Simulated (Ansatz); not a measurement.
The same path of AlBClH5Si (9 atoms, charge 0, multiplicity 1) was run twice with different band settings. The coordinate that changes most is the dihedral H6–Al1–Si2–H8.

The calculation used RKS PBE0-D4/6-31G* in Ansatz 0.2.0.

Relaxed end points:

```xyz
9
Properties=species:S:1:pos:R:3
Al -0.925 1.655 0.072
Si 0.881 0.043 -0.377
B 0.213 -1.683 0.391
Cl -0.762 -2.780 -0.568
H -1.895 2.137 -1.100
H -1.152 2.192 1.556
H 2.122 0.484 0.330
H 1.156 -0.058 -1.841
H 0.362 -1.989 1.538
```

```xyz
9
Properties=species:S:1:pos:R:3
Al -0.916 1.692 0.096
Si 0.892 0.038 -0.181
B 0.145 -1.772 0.238
Cl -0.646 -2.721 -1.005
H -2.396 1.235 0.480
H -0.611 3.244 -0.113
H 2.019 0.397 0.734
H 1.392 0.126 -1.588
H 0.122 -2.240 1.340
```

Common settings: movable images 7; climbing image yes; spring 5.0 eV/Å²; optimiser quadratic models (default); start path through a guess of the saddle point; end points relaxed.

| run | force threshold | iteration limit |
| --- | --- | --- |
| 1 | 0.05 eV/Å | 33 |
| 2 | 0.2 eV/Å | 41 |

(1) What does each run give, and how far can it be trusted?

Answers

(1) Run 1: converged after 7 iterations, highest image 0.013 eV above the first end. The top lies less than 8 meV above the higher end, about what the thresholds resolve: that end is a shoulder or a very shallow well. A vibrational analysis at the climbing image gives one clearly imaginary mode, 43i cm⁻¹: a first-order saddle point.
Run 2: converged after 4 iterations, highest image 0.015 eV above the first end. The threshold of 0.2 eV/Å is loose, so the images may lie well off the minimum-energy path. The top lies less than 8 meV above the higher end, about what the thresholds resolve: that end is a shoulder or a very shallow well. Another band between the same ends (7 images) ends at a top of the same energy, where a vibrational analysis finds 1 clearly imaginary mode.
